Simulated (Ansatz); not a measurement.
C4H3N3OSi, SMILES `CO[Si](C#N)(C#N)C#N`, charge 0, multiplicity 1.

**Question.** Give a relaxed structure at PBE0-D4/def2-TZVP (Ansatz 0.2.0). (Estimate.)

**Answer.** The calculation gave: 
```xyz
12

C    -0.580   -0.957    1.652
O    -0.246   -1.039    0.270
Si    0.201    0.154   -0.695
C    -1.079    1.463   -0.819
N    -1.905    2.264   -0.848
C     0.501   -0.538   -2.357
N     0.695   -0.958   -3.411
C     1.731    0.983   -0.112
N     2.682    1.480    0.306
H     0.270   -0.589    2.232
H    -1.439   -0.300    1.801
H    -0.833   -1.962    1.982
```
Point group Cs.
This is one stationary point; other conformers may exist.
